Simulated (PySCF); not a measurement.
C₂H₃O₂, SMILES [CH2]OC=O, multiplicity 2. Atoms are numbered in the order given.

```xyz
7

C     -0.4468    -1.3942     0.0000
O      0.6462    -0.5769     0.0000
C      0.4502     0.7702     0.0000
O     -0.6224     1.3112     0.0000
H     -1.4376    -0.9424     0.0000
H     -0.2106    -2.4548     0.0000
H      1.4379     1.2669     0.0000
```
Charge 0, spin multiplicity 2.

Geometry optimised at TPSSh-D3(BJ)/def2-SVP. A frequency run showed that this geometry is not a minimum. The isomer is the one that the SMILES or the coordinates give; other isomers of the formula were not compared. The values are those of a single conformer.

Level of theory: B3LYP/pcH-1 run with PySCF.

Unrestricted Kohn–Sham, ⟨S²⟩ = 0.754. Hyperfine tensors hold the contact and dipolar terms, without spin-orbit corrections.

Computed hyperfine couplings:
```tsv
nucleus	A(iso) (MHz)	A(iso) (G)	dipolar principal values (MHz)
13C no. 1	94.6	33.8	-81.6, -79.0, 160.6
17O no. 2	-7.6	-2.7	-28.5, 13.1, 15.4
13C no. 3	4.5	1.6	-5.1, -2.7, 7.8
17O no. 4	-3.4	-1.2	-17.7, 8.3, 9.4
1H no. 5	-67.7	-24.2	-35.8, -1.4, 37.2
1H no. 6	-67.5	-24.1	-37.1, -1.0, 38.2
1H no. 7	-8.3	-3.0	-4.4, -2.4, 6.8
```

Q: And the g tensor (effective nuclear charges for spin-orbit coupling, GIAO)? (An estimate is asked for; the answer gives what the named calculation found.)

A: principal values 2.0022, 2.0027, 2.0039; isotropic 2.0029.
